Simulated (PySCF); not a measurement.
**Correlation energy of C⁺ (carbon, charge +1)**

[He] 2s2 2p1, 2P determinant. Calculation: PySCF 2.14, in aug-cc-pVDZ-DK (4s3p2d, 23 functions); scalar relativity by spin-free X2C-1e. Frozen: 1s2; 3 electrons correlated.

MP2 pair energies summed by pair of shells (mhartree):

```csv
pair,energy,share (%)
2s-2s,-25.78,61.9
2s-2p,-15.87,38.1
```

Total MP2 correlation energy: -41.65 mhartree.

Same-spin part -2.42 and opposite-spin part -39.23 mhartree; SCS-MP2 scales them by 1/3 and 6/5 to -47.88 mhartree.

```tsv
level	correlation energy (mhartree)
CCSD	-67.23
(T)	-0.69
CCSD(T)	-67.92
```

Diagnostics: T1 = 0.0091, D1 = 0.0175, largest double amplitude 0.134.

Task: Is a single reference adequate?

Result: Mostly. T1 lies below 0.03, but a double amplitude of this size points to a near-degeneracy that CCSD handles and MP2 describes poorly.
